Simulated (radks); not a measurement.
Values are calculated unless marked as measured or tabulated.
All-electron atom: Os2+ in [Xe] 4f14 5d5 6p1 (not the ground configuration). Code: a radial shooting solver on a logarithmic mesh with Libxc functionals. Model: scalar-relativistic Kohn-Sham, BLYP, spin-polarised, spherical densities, point nucleus; open shells are filled with parallel spins first (spin-orbit coupling, left out, can overturn this in heavy ions).

Unscreened Slater integrals over Kohn-Sham orbitals (hartree). They are taken over the spin-up orbitals.

\begin{tabular}{lr}
integral & value \\ \hline
F0(6p,6p) & 0.28785 \\
F2(6p,6p) & 0.15767 \\
F0(6p,5d) & 0.34735 \\
F2(6p,5d) & 0.12288 \\
G1(6p,5d) & 0.059603 \\
G3(6p,5d) & 0.048548 \\
F0(6p,5p) & 0.36237 \\
F2(6p,5p) & 0.089144 \\
G0(6p,5p) & 0.016756 \\
G2(6p,5p) & 0.022770 \\
F0(6p,4f) & 0.38135 \\
F2(6p,4f) & 0.042931 \\
G2(6p,4f) & 0.010739 \\
G4(6p,4f) & 0.0098656 \\
F0(5d,5d) & 0.55332 \\
F2(5d,5d) & 0.28823 \\
F4(5d,5d) & 0.19070 \\
F0(5d,5p) & 0.63419 \\
F2(5d,5p) & 0.31127 \\
G1(5d,5p) & 0.37078 \\
G3(5d,5p) & 0.22928 \\
F0(5d,4f) & 0.71483 \\
F2(5d,4f) & 0.16562 \\
F4(5d,4f) & 0.077341 \\
G1(5d,4f) & 0.058706 \\
G3(5d,4f) & 0.053154 \\
G5(5d,4f) & 0.041952 \\
F0(5p,5p) & 0.77290 \\
F2(5p,5p) & 0.41721 \\
F0(5p,4f) & 0.94844 \\
F2(5p,4f) & 0.29897 \\
G2(5p,4f) & 0.12370 \\
G4(5p,4f) & 0.10185 \\
F0(4f,4f) & 1.6476 \\
F2(4f,4f) & 0.80532 \\
F4(4f,4f) & 0.50996 \\
F6(4f,4f) & 0.36826 \\
\end{tabular}

Derived for the open shells (J is the average intra-shell exchange parameter used in DFT+U). 5d: Racah B = F2/49 - 5 F4/441 = 0.003720 hartree, C = 35 F4/441 = 0.01514 hartree, C/B = 4.07, F4/F2 = 0.662, J = (F2 + F4)/14 = 0.03421 hartree. 6p: J = F2/5 = 0.03153 hartree.
